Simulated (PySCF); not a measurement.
SMILES C[Si](Cl)(CCC)Cl (C4H10Cl2Si), GFN2-xTB optimised geometry.

```
17

C     -1.80    -1.52    -4.01
C     -1.15    -0.77    -2.85
C     -1.56    -1.37    -1.50
Si    -0.82    -0.46     0.00
C      1.08    -0.46     0.00
Cl    -1.48     1.47     0.00
Cl    -1.48    -1.36     1.70
H     -1.51    -2.57    -4.00
H     -1.50    -1.09    -4.96
H     -2.89    -1.47    -3.94
H     -1.45     0.28    -2.89
H     -0.07    -0.82    -2.96
H     -1.26    -2.42    -1.48
H     -2.65    -1.36    -1.43
H      1.48    -1.47    -0.03
H      1.48     0.08    -0.86
H      1.48     0.02     0.90
```

Density from B3LYP/def2-SVP (PySCF) at that geometry.

Minimum of the electron density along straight lines between bonded atoms, close to the bond critical point (lines longer than 1.1 times the sum of covalent radii, or with two minima, are not listed):

```csv
bond,length / Å,ρ at the minimum / e bohr⁻³,∇²ρ there / e bohr⁻⁵,position (fraction from the first atom)
C1–C2,1.524,0.246,-0.57,0.50
C2–C3,1.530,0.240,-0.54,0.50
C3–Si4,1.907,0.116,0.28,0.62
Si4–C5,1.902,0.115,0.30,0.38
Si4–Cl6,2.033,0.096,0.30,0.37
Si4–Cl7,2.035,0.095,0.31,0.37
C1–H8,1.088,0.277,-1.01,0.62
C1–H9,1.087,0.277,-1.02,0.62
C1–H10,1.088,0.277,-1.01,0.62
C2–H11,1.091,0.279,-1.02,0.62
C2–H12,1.091,0.277,-1.00,0.62
C3–H13,1.092,0.272,-0.96,0.62
C3–H14,1.093,0.272,-0.96,0.62
C5–H15,1.086,0.273,-0.98,0.63
C5–H16,1.086,0.273,-0.98,0.63
C5–H17,1.087,0.273,-0.99,0.63
```
